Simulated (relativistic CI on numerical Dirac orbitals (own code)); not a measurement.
**Ca: from the plainest model towards the measured levels**

Calculated with a relativistic CI code on KLI orbitals (one set per configuration, finite nucleus), adding one ingredient at a time: step 1, Dirac-Coulomb, each configuration alone; step 2, with Breit and QED terms; step 3, with configuration mixing; step 4, with scaled Slater integrals (0.85); step 5, with a P86 correlation estimate; step 6, tied to the ionisation limit. P86 is a density functional for the correlation energy, evaluated here for each configuration and added to its levels. Step 6 is semi-empirical: configurations made of the next ion and one excited electron move by -717 cm⁻¹, so that their limit matches the tabulated ionisation energy, and those with a non-penetrating f or g electron also take the P86 value of the least penetrating other one.

Configurations in the expansion (outside the closed core [Ar]): 4s2, 4s.4p, 4s.3d, 4s.5s, 3d.4p, 4s.5p, 4s.4d, 4p2, 3d2, 4s.6s, 4s.4f, 4s.6p, 4s.5d, 3d.4d, 4s.5f, 4s.6d.

Computed minus measured energy above the ground level, in cm⁻¹, for 14 of the 28 excited levels that pair in every step (one J of a term; a digit in brackets numbers repeated terms):

| Configuration | Term | J | Measured | Step 1 | Step 2 | Step 3 | Step 4 | Step 5 | Step 6 |
| --- | --- | --- | --- | --- | --- | --- | --- | --- | --- |
| 4s.4p | 3P° | 0 | 15158 | -6162 | -6169 | -1921 | -2276 | -1582 | -2287 |
| 4s.3d | 3D | 1 | 20335 | -1347 | -1400 | 3393 | 2495 | 1447 | 730 |
| 4s.3d | 1D | 2 | 21850 | 3560 | 3499 | 2278 | 1908 | 1276 | 676 |
| 4s.4p | 1P° | 1 | 23652 | 2447 | 2437 | 377 | -1207 | -592 | -1193 |
| 4s.5s | 3S | 1 | 31539 | -6495 | -6504 | -1653 | -2693 | 233 | -483 |
| 4s.5s | 1S | 0 | 33317 | -5906 | -5914 | -1401 | -2742 | 167 | -538 |
| 3d.4p | 3F° | 2 | 35730 | -2916 | -2989 | 1812 | 1144 | 554 | 550 |
| 3d.4p | 1D° | 2 | 35835 | -3169 | -3246 | 1631 | 971 | 340 | 339 |
| 4s.5p | 3P° | 0 | 36548 | -6861 | -6871 | -1978 | -3039 | 363 | -334 |
| 4s.5p | 1P° | 1 | 36732 | -5498 | -5508 | -1179 | -2279 | 810 | 170 |
| 4s.4d | 1D | 2 | 37298 | -6164 | -6177 | -2150 | -3249 | -276 | -901 |
| 4s.4d | 3D | 1 | 37748 | -6995 | -7008 | -2041 | -3159 | 182 | -534 |
| 3d.4p | 3D° | 1 | 38192 | -2067 | -2139 | 2753 | 1576 | 928 | 928 |
| 4p2 | 3P | 0 | 38418 | -4709 | -4727 | -1973 | -2265 | -1275 | -1275 |

Mean absolute errors in cm⁻¹, over all paired levels and for the configurations:

| Configuration, levels | Step 1 | Step 2 | Step 3 | Step 4 | Step 5 | Step 6 |
| --- | --- | --- | --- | --- | --- | --- |
| all, 28 | 4521 | 4551 | 2073 | 2238 | 803 | 858 |
| 4s.4p, 4 | 5234 | 5238 | 1538 | 2015 | 1340 | 2019 |
| 4s.3d, 4 | 1907 | 1936 | 3100 | 2335 | 1391 | 704 |
| 4s.5s, 2 | 6201 | 6209 | 1527 | 2718 | 200 | 510 |
| 3d.4p, 7 | 2608 | 2686 | 2160 | 1272 | 658 | 656 |
| 4s.5p, 4 | 6522 | 6532 | 1780 | 2850 | 473 | 294 |
| 4s.4d, 4 | 6787 | 6801 | 2066 | 3179 | 207 | 625 |
| 4p2, 3 | 4706 | 4727 | 1976 | 2267 | 1278 | 1278 |

Measured levels: NIST Handbook of Basic Atomic Spectroscopic Data (Sansonetti and Martin, J. Phys. Chem. Ref. Data 34, 1559 (2005)).

The mean absolute error is lowest at step 5 (803 cm⁻¹), and the largest single drop is from step 2 to 3 (4551 to 2073). Mixing lowers the ground level by 4891, with 4p2 as its largest admixture; relative to it the configurations that move most are 3d.4p by +4845, 4s.5p by +4752, 4s.4d by +4735. Configurations whose own partners of that kind are not in the list rise by much of that lowering, so a short list can trade one imbalance for another. The P86 estimate moves 4s.5p by +3323, 4s.4d by +3248, 4s.5s by +2918, and takes the mean absolute error of the excited configurations from 2238 to 803. Step 6 takes that error from 803 to 858; it grows for 4s.4p, 4s.5s, 4s.4d. The shift fits the limit, so it does little for low levels whose errors differ from those near the limit.
